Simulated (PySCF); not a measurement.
SiH3Cl, SMILES Cl[SiH3].

Coordinates come from a B3LYP-D3(BJ)/def2-TZVP optimisation. The isomer is the one that the SMILES or the coordinates give; other isomers of the formula were not compared.

Level of theory: PBE/def2-TZVPD run with PySCF.

Symmetry labels are those of the subgroup Cs that the program uses (full group C3v).

Computed valence orbital energies around the gap with their symmetry:
```tsv
orbital	symmetry	energy (eV)
HOMO−7	A'	-95.03
HOMO−6	A'	-20.61
HOMO−5	A'	-13.63
HOMO−4	A'	-9.72
HOMO−3	A'	-9.40
HOMO−2	A"	-9.40
HOMO−1	A'	-7.70
HOMO	A"	-7.70
LUMO	A'	-1.20
LUMO+1	A'	-0.35
LUMO+2	A'	0.07
LUMO+3	A"	0.07
```
